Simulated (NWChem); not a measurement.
System: CdNH2F; SMILES [NH2][Cd][F]

```xyz
5

Cd    -0.0022    -0.0207     0.0144
F      0.0052    -1.9498    -0.0183
N      0.0052     1.9764     0.0497
H     -0.8017     2.3582    -0.4439
H      0.8251     2.3493    -0.4296
```
Atoms are numbered in this order, from 1.

Coordinates come from a PBE0/def2-SVP optimisation. B3LYP is NWChem's, with the RPA form of VWN correlation. def2 effective core potentials on Cd; no spin-orbit coupling.

List the 6 lowest vertical singlet excitations and the 6 lowest triplet ones from B3LYP/def2-SVP with def2 effective core potentials on Cd, TDA (NWChem).


| state | energy (eV) | oscillator strength | leading excitation (squared amplitude) |
|---|---|---|---|
| S1 | 4.43 | 0.041 | HOMO → LUMO (0.93) |
| S2 | 5.42 | 0.016 | HOMO → LUMO+1 (0.99) |
| S3 | 6.01 | 0.018 | HOMO → LUMO+2 (0.63) |
| S4 | 6.10 | 0.017 | HOMO−1 → LUMO (0.98) |
| S5 | 6.22 | 0.079 | HOMO−2 → LUMO (0.67) |
| S6 | 7.15 | 0.016 | HOMO−1 → LUMO+1 (0.45) |
| T1 | 3.67 | spin-forbidden | HOMO → LUMO (0.98) |
| T2 | 5.30 | spin-forbidden | HOMO → LUMO+1 (1.00) |
| T3 | 5.36 | spin-forbidden | HOMO → LUMO+2 (0.97) |
| T4 | 5.71 | spin-forbidden | HOMO−1 → LUMO (0.97) |
| T5 | 5.73 | spin-forbidden | HOMO−2 → LUMO (0.95) |
| T6 | 6.22 | spin-forbidden | HOMO−3 → LUMO (0.94) |
